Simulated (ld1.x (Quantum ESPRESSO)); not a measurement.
# What one change does to a pseudopotential (fluorine, TM semilocal)

* Element: fluorine (F)
* Generator: ld1.x (Quantum ESPRESSO) 7.5
* Type: norm-conserving Troullier–Martins (semilocal form)
* Functional: BLYP
* Relativity: scalar-relativistic
* Frozen core: [He]
* Valence charge: 7
* Reference configuration: 2s2 2p4.75 (charge +0.25)
* Partial waves: 2p (bound): rc 1.25 bohr; 3d channel at -0.2 Ry: rc 0.95 bohr; 2s (bound): rc 0.75 bohr
* Local potential: the s channel
* Core correction: a·sin(br)/r model core inside 0.65 bohr

All-electron outer shells of the reference configuration (BLYP, scalar-relativistic, ld1.x):

```csv
shell,level (eV),outermost node (bohr),outermost maximum (bohr)
1s,-668.87,–,0.11
2s,-33.81,0.24,0.76
2p,-15.05,–,0.70
```

Change: all radii but the core radius scaled by about 1.38 (s 1.04, p 1.72, d 1.30 bohr).

Cutoffs: the cutoffs (Ry, on a coarse ladder) from which the occupation-weighted sum of valence levels, in a spherical-Bessel basis at the reference potential, stays within 10 and 1 mRy of its value at 400 Ry; they do not see the model core or the augmentation charge, which bear on the density cutoff. Errors are all-electron minus pseudo energies relative to the spin-unpolarised reference configuration.

Question: Predict the effect on cutoff, ghosts and configuration errors.

Answer: The potential gets softer (160 Ry and 260 Ry → 70 Ry and 140 Ry); of the 7 tests that both files solve, the error grows in 7 and shrinks in 0 by more than 15 % and 0.3 meV (median size 26.0 → 56.1 meV); neither file shows a bound ghost. A larger radius leaves more room for a smooth pseudo-wave, so fewer plane waves are needed. More of the atom is replaced by a form fitted at one configuration, so other configurations suffer. A semilocal file is local in each channel, so a ghost entry of none says nothing of the separable form that plane-wave codes build from it.

| quantity | base | changed |
| --- | --- | --- |
| cutoff, loose | 160 Ry | 70 Ry |
| cutoff, tight | 260 Ry | 140 Ry |
| loose cutoff by channel (10 mRy a level) | p 80 Ry, s 90 Ry | p 45 Ry, s 55 Ry |
| bound ghosts | none | none |
| error for 2s2 2p5, meV [ΔE -3.27 eV] | -0.3 | -1.0 |
| error for 2s2 2p4, meV [ΔE 16.13 eV] | -2.7 | +12 |
| error for 2s2 2p3, meV [ΔE 54.54 eV] | +44 | +314 |
| error for 2s2 2p5.3, meV [ΔE -5.94 eV] | -2.3 | -7.4 |
| error for 2s1 2p5, meV [ΔE 35.09 eV] | -26 | -164 |
| error for 2s2 2p2, meV [ΔE 115.24 eV] | +360 | +1626 |
| error for 2s1 2p6, meV [ΔE 15.42 eV] | +29 | +56 |
